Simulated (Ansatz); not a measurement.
One change: `F[SiH2]C[TeH]` becomes `FC[SiH2]F`.

Ansatz, PBE0-D4/def2-TZVP geometries, multiplicity 1. Each molecule was computed in one conformer, which needn't be the lowest.

Elements past krypton have def2 core potentials.

```
                             property  `F[SiH2]C[TeH]`
  HOMO–LUMO gap (PBE/def2-TZVPP) / eV             3.53
   LUMO energy (PBE0/def2-TZVPP) / eV            -0.91
LUMO energy (ωB97M-V/def2-TZVPP) / eV             0.88
  HOMO energy (B3LYP/def2-TZVPP) / eV            -6.08
  LUMO energy (B3LYP/def2-TZVPP) / eV            -1.13
    LUMO energy (PBE/def2-TZVPP) / eV            -1.73
```

Problem. What does the change do to each property? (An estimate is asked.)

Solution. Computed: 
```csv
property,`FC[SiH2]F`,shift
HOMO–LUMO gap (PBE/def2-TZVPP) / eV,6.48,2.95
LUMO energy (PBE0/def2-TZVPP) / eV,0.09,1.00
LUMO energy (ωB97M-V/def2-TZVPP) / eV,1.82,0.94
HOMO energy (B3LYP/def2-TZVPP) / eV,-8.65,-2.57
LUMO energy (B3LYP/def2-TZVPP) / eV,-0.16,0.97
LUMO energy (PBE/def2-TZVPP) / eV,-0.81,0.92
```

With PBE0 the HOMO falls by 2.56 eV and the LUMO rises by 1.00 eV, so the gap widens by about 3.56 eV. PBE moves the HOMO by -2.03 eV and ωB97M-V by -2.76 eV.

B3LYP here is the variant with VWN-RPA as its local correlation; programs differ in this.

Spin–orbit coupling is left out; it splits and shifts lone-pair levels of the heavy atoms by tenths of an eV.
